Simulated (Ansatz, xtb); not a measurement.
**Relative energy of two conformers of GaH3N2**

Structure a: `N[NH][Ga]`, a singlet. Structure b: `N[NH][Ga]`, a singlet. Both are isolated molecules in the gas phase, relaxed with B3LYP-D3(BJ)/6-311G**.

a (Å):

```xyz
6

Ga   -0.3808    0.6202    2.1066
N    -1.2161   -0.0415   -0.2405
N    -0.2536    0.9078    0.2322
H    -1.9796    0.4038   -0.7412
H     0.2125    1.4471   -0.4913
H    -0.7964   -0.7481   -0.8375
```

b (Å):

```yaml
atoms:
  - { symbol: Ga, position_ang: [0.0191, 0.5598, -1.2984] }
  - { symbol: N, position_ang: [-1.5990, 2.6328, 0.0499] }
  - { symbol: N, position_ang: [-0.6471, 1.5536, 0.1702] }
  - { symbol: H, position_ang: [-2.4512, 2.2899, -0.3830] }
  - { symbol: H, position_ang: [-1.2175, 3.3599, -0.5477] }
  - { symbol: H, position_ang: [-0.4154, 1.4382, 1.1499] }
```

**Question.** Estimate which is lower in electronic energy at CCSD(T)/def2-TZVPP, and by roughly how much.

**Answer.** The CCSD(T)/def2-TZVPP calculation puts structure a lower, by 2.3 kcal/mol.

Level by level:

| level | geometry | E(b) − E(a) (kcal/mol) | departure from the last row (kcal/mol) | job, with rough time for the two |
| --- | --- | --- | --- | --- |
| B3LYP-D3(BJ)/6-311G** | B3LYP-D3(BJ)/6-311G** | +2.6 | +0.3 | optimisation, 24 s |
| HF/def2-TZVPP | B3LYP-D3(BJ)/6-311G** | +2.6 | +0.3 | part of the CCSD(T) run |
| MP2/def2-TZVPP | B3LYP-D3(BJ)/6-311G** | +2.6 | +0.3 | part of the CCSD(T) run |
| CCSD(T)/def2-TZVPP | B3LYP-D3(BJ)/6-311G** | +2.3 |  | single point, 26 s |

None of the levels shown reverses the order. The largest departure from CCSD(T)/def2-TZVPP is that of B3LYP-D3(BJ)/6-311G**, 0.3 kcal/mol. Levels run at GFN2-xTB geometries aren't shown.

With harmonic frequencies from B3LYP-D3(BJ)/6-311G** (ideal gas, rigid rotor, one conformer each, 400 K, 1 atm): on the last row, ΔE + ΔZPE = +2.2, ΔH = +2.4, ΔG = +2.0 kcal/mol.

The correlated steps freeze 11 core orbitals; the filled d shell of Ga is correlated, in a basis made for valence electrons. Programs: Ansatz 0.2.0; the last row on 2 threads of Intel(R) Xeon(R) 6975P-C (Granite Rapids) on a shared host.
